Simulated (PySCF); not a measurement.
# Excited states of Li⁺ (lithium, charge +1)

Ground state 1s2, ¹S. Calculation: PySCF 2.14, in x2c-SVPall with two added diffuse shells of s type (5s2p, 11 functions); the spin-free X2C one-electron Hamiltonian (Gaussian nucleus). Vertical excitation energies in eV without spin-orbit coupling; excited terms of each kind are numbered among those the solver found. Frozen: nothing.

| term | leading excitation | EOM-EE-CCSD | measured centre of gravity (NIST) |
| --- | --- | --- | --- |
| 1 3S | 1s → s | 60.633 | 59.021 (1s2s) |
| 1 3P° | 1s → p | 61.443 | 61.281 (1s2p) |
| 1 1S | 1s → s | 61.707 | 69.280 (1s3s) |
| 1 1P° | 1s → p | 62.687 | 62.216 (1s2p) |
| 2 3S | 1s → s | 69.686 | n/a |
| 2 1S | 1s → s | 69.858 | n/a |
| 2 3P° | 1s → p | 72.145 | n/a |
| 2 1P° | 1s → p | 74.145 | n/a |

Only the lower part of the computed list is shown. Doubly excited terms such as np² are absent. The solver can miss terms. Rydberg members are limited by the diffuse functions of the basis.
